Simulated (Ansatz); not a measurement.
Results of the Gaussian-basis code of Ansatz.

A structure relaxed at PBE0-D4/def2-TZVP, charge 0, multiplicity 1:

| atom | x (Å) | y (Å) | z (Å) |
| --- | --- | --- | --- |
| O1 | -0.8777 | -1.9715 | -2.0029 |
| Si2 | -0.8630 | -0.9107 | -0.7554 |
| O3 | -1.1518 | -1.7567 | 0.6201 |
| C4 | 0.8464 | -0.1644 | -0.8681 |
| C5 | 1.3935 | 0.7826 | -0.0972 |
| Si6 | 0.6279 | 1.6296 | 1.3558 |
| F7 | -0.7816 | 0.9267 | 1.7028 |
| H8 | -1.6289 | -2.5625 | -2.0683 |
| H9 | -1.9056 | 0.1392 | -0.9127 |
| H10 | -1.3642 | -1.2272 | 1.3920 |
| H11 | 1.4545 | -0.5607 | -1.6838 |
| H12 | 2.4135 | 1.1043 | -0.3238 |
| H13 | 1.4898 | 1.5109 | 2.5577 |
| H14 | 0.3473 | 3.0607 | 1.0839 |

**Question.** Give its formula and SMILES.

**Answer.** C2H7FO2Si2, `O[SiH](O)/C=C\[SiH2]F`.

**Question.** Point group (tolerance 0.08 Å, 0.16 Å for H)?

**Answer.** C1.

**Question.** Summarise the bond lengths by kind.

**Answer.** 2 × O–Si 1.638 to 1.640 Å; 2 × H–O 0.958 to 0.960 Å; 2 × C–Si 1.848 to 1.869 Å; 3 × H–Si 1.484 to 1.488 Å; 1 × C–C 1.338 Å; 2 × C–H 1.092 to 1.093 Å; 1 × F–Si 1.613 Å.
